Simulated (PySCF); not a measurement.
A small calculation by hand: chemical shift, span and skew from a shielding tensor

but-1-en-3-yne (C4H4), SMILES C(C#C)=C. Atoms are numbered in the order given.

```xyz
8

C      0.1746    -1.9279     0.0000
C     -0.1153    -0.7359     0.0000
C     -0.4906     0.6372     0.0000
C      0.3755     1.6773     0.0000
H      0.4399    -2.9757     0.0000
H     -1.5774     0.8410     0.0000
H      1.4646     1.5171     0.0000
H      0.0076     2.7142     0.0000
```
Charge 0, spin multiplicity 1.

Geometry: PBE-D3(BJ)/def2-SVP.

GIAO shieldings from PBE0/pcSseg-1 run with PySCF, non-relativistic, no solvent. The symmetric part of the tensor of C1 has the principal values 35.8, 44.3, 196.5 ppm. The same nucleus in TMS has σ = 186.3 ppm at this level (PySCF, at its B3LYP-D3(BJ)/def2-TZVP geometry).

Question: Work out the isotropic shielding, the ¹³C shift against TMS, the span and the skew.

Answer: 
σ(iso) = (σ11 + σ22 + σ33)/3 = 92.2 ppm. δ = σ(ref) − σ(iso) = 186.3 − (92.2) = 94.1 ppm.
Span Ω = σ33 − σ11 = 160.7 ppm. Skew κ = 3(σ(iso) − σ22)/Ω = 0.89. Tumbling in solution averages the tensor to δ; in a static solid the shielding alone would spread this spin-1/2 line over Ω.
